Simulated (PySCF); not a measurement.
Molfile (atoms numbered from 1):
```
C4H6F2O2S
     RDKit          3D

 15 15  0  0  0  0  0  0  0  0999 V2000
   -0.8022    1.1759    1.9421 O   0  0  0  0  0  0  0  0  0  0  0  0
   -0.6370    1.2476    0.5195 S   0  0  0  0  0  6  0  0  0  0  0  0
   -1.0317    2.4447   -0.1510 O   0  0  0  0  0  0  0  0  0  0  0  0
   -1.3790   -0.2488   -0.2385 C   0  0  0  0  0  0  0  0  0  0  0  0
   -0.1885   -1.0875   -0.6646 C   0  0  0  0  0  0  0  0  0  0  0  0
    0.9841   -0.7159    0.2490 C   0  0  1  0  0  0  0  0  0  0  0  0
    2.1212   -1.3803   -0.1355 F   0  0  0  0  0  0  0  0  0  0  0  0
    1.1316    0.7906    0.1700 C   0  0  1  0  0  0  0  0  0  0  0  0
    1.4531    1.2065   -1.0821 F   0  0  0  0  0  0  0  0  0  0  0  0
   -1.9697   -0.7181    0.5425 H   0  0  0  0  0  0  0  0  0  0  0  0
   -2.0101    0.0607   -1.0639 H   0  0  0  0  0  0  0  0  0  0  0  0
    0.1055   -0.8598   -1.6916 H   0  0  0  0  0  0  0  0  0  0  0  0
   -0.3915   -2.1567   -0.5969 H   0  0  0  0  0  0  0  0  0  0  0  0
    0.7906   -0.9898    1.2936 H   0  0  0  0  0  0  0  0  0  0  0  0
    1.8194    1.2388    0.8856 H   0  0  0  0  0  0  0  0  0  0  0  0
  1  2  2  0
  2  3  2  0
  2  4  1  0
  4  5  1  0
  5  6  1  0
  6  7  1  0
  6  8  1  0
  8  9  1  0
  8  2  1  0
  4 10  1  0
  4 11  1  0
  5 12  1  0
  5 13  1  0
  6 14  1  1
  8 15  1  1
M  END
```

Geometry: GFN2-xTB; GIAO shifts from PySCF 2.14, gas phase, non-relativistic, averaged over equivalent atoms.

At HF/def2-SVP (160 basis functions, 16 s wall time on 1 thread of an Arm Neoverse N1, shared host):
| atoms | δ (ppm) |
| --- | --- |
| O1 | 170.5 |
| O3 | 165.1 |
| C8 | 92.8 |
| C6 | 81.2 |
| C4 | 48.6 |
| C5 | 21.4 |
| F9 | -163.4 |
| F7 | -173.1 |
| H15 | 5.07 |
| H14 | 4.68 |
| H11 | 3.05 |
| H10 | 2.82 |
| H12 | 2.55 |
| H13 | 2.37 |

Shifts are taken against calculated references (same method and geometry level): 17O (346.69 ppm) vs H2O; 13C (201.92 ppm), 1H (32.33 ppm) vs TMS; 19F (275.76 ppm) against CFCl3.

Q: What do these become at HF/6-31++G**?

A: 
```
atoms  δ at HF/6-31++G**  change
   O1              159.5   -11.0
   O3              151.0   -14.1
   C8               89.5    -3.3
   C6               80.5    -0.7
   C4               48.6    +0.0
   C5               23.3    +1.9
   F9             -171.6    -8.2
   F7             -178.6    -5.5
  H15               5.16   +0.09
  H14               5.02   +0.34
  H11               3.09   +0.04
  H10               2.83   +0.01
  H12               2.70   +0.15
  H13               2.47   +0.10
```

Shifts are taken against calculated references (same method and geometry level): H2O for 17O (337.98 ppm); 13C (203.51 ppm) and 1H (32.31 ppm) against TMS; 19F (257.27 ppm) vs CFCl3.

The largest change is at O3 (S=O oxygen). Cost: 202 basis functions, 26 s wall time on 1 thread of an Arm Neoverse N1, shared host. The order of the carbon signals is the same at both levels.

Unscaled 19F shifts against computed CFCl3 carry errors that often reach 10 to 50 ppm. Experimental scales use liquid or dissolved standards, which lie at an offset from isolated H2O (liquid H2O: subtract about 36 ppm).
